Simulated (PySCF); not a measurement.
Structure problem from calculated spectra and properties.

Formula: C5H9FOSi.

* 1H NMR: chemical shifts (computed TMS as zero) by class: 10.61 (1 H), 6.26 (1 H), 5.92 (1 H), 5.72 (1 H), 4.00 (3 H), 1.39 (1 H), 1.31 (1 H) ppm [GIAO PBE0/pcSseg-1]
* Triplet: lowest triplet excitation (Tamm–Dancoff): 3.67 eV [TDA CAM-B3LYP/def2-SVPD]
* 13C NMR: chemical shifts (computed TMS as zero) by class: 219.0 (1 C), 151.3 (1 C), 132.8 (1 C), 100.0 (1 C), 20.9 (1 C) ppm [GIAO PBE0/pcSseg-1]
* Dipole: 1.48 D [CAM-B3LYP/def2-SVPD]
* Rotational structure: rotational constants A, B, C: 2.282, 1.280, 1.240 GHz [GFN2-xTB]
* UV, strongest line: among the 8 lowest singlet transitions: S6 at 7.42 eV (167 nm, f = 0.215) [TDDFT CAM-B3LYP/def2-SVPD]
* UV, first state: lowest singlet excitation: 4.23 eV (293 nm, f = 0.001) [TDDFT CAM-B3LYP/def2-SVPD]

Gas-phase values; electronic properties from PySCF, density fitting. Levels stand in brackets. Isolated species at its GFN2-xTB geometry (one conformer only). GFN2-xTB frequencies show an imaginary mode (57i cm⁻¹), so this geometry is no minimum at that level. NMR classes are plain means over equivalent atoms (diastereotopic ones count apart unless rotation or inversion swaps them), as if these changed places fast.

Question: Propose a structure and show how it fits.

Answer: Numbering: `[CH2:1]=[CH:2][C@@:3]([F:4])([CH:5]=[O:6])[CH2:7][SiH3:8]`. Its formula, C5H9FOSi, gives 2 degrees of unsaturation: 0 rings and 2 π bonds in the structure found. 5 carbons fall into 5 classes; from least to most shielded: aldehyde carbon [C5] (219.0 ppm), alkene CH carbon [C2] (151.3 ppm), terminal =CH2 carbon [C1] (132.8 ppm), sp3 C–F carbon [C3] (100.0 ppm), sp3 carbon bound to silicon [C7] (20.9 ppm). Hydrogen classes from least to most shielded: 1 H on an aldehyde carbon, C5 (10.61 ppm), 1 H on an alkene CH carbon, C2 (6.26 ppm), 1 H on a terminal =CH2 carbon, C1 (5.92 ppm), 1 H on a terminal =CH2 carbon, C1 (5.72 ppm), 3 H on an SiH3 silicon, Si8 (4.00 ppm), 1 H on an sp3 carbon bound to silicon, C7 (1.39 ppm), 1 H on an sp3 carbon bound to silicon, C7 (1.31 ppm). S1 is mainly HOMO→LUMO (weight 0.79); the largest Löwdin shares of the orbital it empties are 0.35 on the aldehyde oxygen, 0.11 on the aldehyde carbon, 0.09 on the SiH3 silicon and 0.09 on the sp3 C–F carbon, of the orbital it fills 0.39 on the aldehyde carbon, 0.30 on the aldehyde oxygen, 0.06 on the sp3 C–F carbon and 0.06 on the formyl hydrogen. The optimised geometry has point group C1 and is an asymmetric top. Structure: `C=C[C@@](F)(C=O)C[SiH3]`. Computed isomers that give other values at the same levels: `F[SiH2]OC1=CCCC1` (13C chemical shifts (computed TMS as zero) by class: 161.8 (1 C), 108.3 (1 C), 37.3 (1 C), 32.9 (1 C), 23.6 (1 C) ppm); `O=C(F)[C@H]1C[C@H]([SiH3])C1` (13C chemical shifts (computed TMS as zero) by class: 175.7 (1 C), 33.8 (1 C), 27.4 (2 C), 10.1 (1 C) ppm); `C=C1CO[C@@H](F)C[SiH2]1` (13C chemical shifts (computed TMS as zero) by class: 148.5 (1 C), 133.7 (1 C), 112.1 (1 C), 71.8 (1 C), 19.0 (1 C) ppm). The assignments are read from this structure; whether some other isomer fits the data as well wasn't checked. The mirror image fits equally.

Shape of the structure used: `[CH2:1]=[CH:2][C@@:3]([F:4])([CH:5]=[O:6])[CH2:7][SiH3:8]`: C1–C2–C3–F4 -80°, C2–C3–C5–O6 82°, C2–C3–C7–Si8 -69°.
